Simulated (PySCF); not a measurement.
Geometry (Å), atoms numbered from 1 in this order:
```xyz
22

C     3.021    0.672    1.121
C     2.026   -0.217    1.035
C     1.451   -0.733   -0.235
P    -0.275   -0.121   -0.679
C    -0.964   -0.458   -2.161
P    -0.051    2.049   -0.221
C    -1.297   -0.803    0.679
C    -2.688   -0.196    0.748
H     3.373    1.041    2.087
H     3.520    1.059    0.227
H     1.568   -0.578    1.964
H     2.073   -0.468   -1.106
H     1.346   -1.832   -0.232
H    -1.483   -1.414   -2.275
H    -0.605    0.052   -3.057
H     1.106    2.198   -1.043
H    -0.962    2.409   -1.258
H    -1.344   -1.891    0.496
H    -0.745   -0.659    1.622
H    -2.640    0.878    0.988
H    -3.291   -0.684    1.528
H    -3.206   -0.299   -0.216
```

Geometry: PBE0-D3(BJ)/def2-SVP; GIAO shifts from PySCF 2.14.0 with density-fitted response routines, gas phase, non-relativistic, averaged over equivalent atoms.

At mPW1PW91/pcSseg-1 (220 basis functions, 64 s wall time on 1 thread of an Arm Neoverse N1, shared host):
```json
{"atoms": "C2", "δ (ppm)": "140.7"}
{"atoms": "C1", "δ (ppm)": "126.4"}
{"atoms": "C3", "δ (ppm)": "57.9"}
{"atoms": "C7", "δ (ppm)": "22.2"}
{"atoms": "C8", "δ (ppm)": "10.4"}
{"atoms": "C5", "δ (ppm)": "1.5"}
{"atoms": "P4", "δ (ppm)": "-14.6"}
{"atoms": "P6", "δ (ppm)": "-168.7"}
{"atoms": "H11", "δ (ppm)": "5.78"}
{"atoms": "H10", "δ (ppm)": "5.37"}
{"atoms": "H9", "δ (ppm)": "5.15"}
{"atoms": "H16/H17", "δ (ppm)": "3.06"}
{"atoms": "H12", "δ (ppm)": "2.26"}
{"atoms": "H13", "δ (ppm)": "2.06"}
{"atoms": "H18", "δ (ppm)": "1.60"}
{"atoms": "H19", "δ (ppm)": "1.46"}
{"atoms": "H20/H21/H22", "δ (ppm)": "1.28"}
{"atoms": "H14/H15", "δ (ppm)": "0.10"}
```

Shifts are taken against calculated references (same method and geometry level): 13C (σ = 183.54 ppm) and 1H (σ = 31.32 ppm) vs TMS; H3PO4 for 31P (σ = 308.48 ppm).

What do these become at PBE0/pcSseg-1?

## Answers


| atoms | δ at PBE0/pcSseg-1 | change |
| --- | --- | --- |
| C2 | 140.9 | +0.2 |
| C1 | 126.4 | +0.0 |
| C3 | 58.3 | +0.4 |
| C7 | 22.3 | +0.1 |
| C8 | 10.2 | -0.2 |
| C5 | 1.5 | +0.0 |
| P4 | -15.8 | -1.2 |
| P6 | -171.3 | -2.6 |
| H11 | 5.81 | +0.03 |
| H10 | 5.38 | +0.01 |
| H9 | 5.16 | +0.01 |
| H16/H17 | 3.08 | +0.02 |
| H12 | 2.26 | +0.00 |
| H13 | 2.07 | +0.01 |
| H18 | 1.60 | +0.00 |
| H19 | 1.46 | +0.00 |
| H20/H21/H22 | 1.28 | +0.00 |
| H14/H15 | 0.11 | +0.01 |

Referencing at the same level of theory: 13C (184.41 ppm), 1H (31.27 ppm) against TMS; 31P (310.13 ppm) vs H3PO4.

The largest change is at P6 (phosphorus bonded to P, 2 H). Cost: 220 basis functions, 79 s wall time on 1 thread of an Arm Neoverse N1, shared host. The order of the carbon signals is the same at both levels.

Experimental scales use liquid or dissolved standards, which lie at an offset from isolated H3PO4.
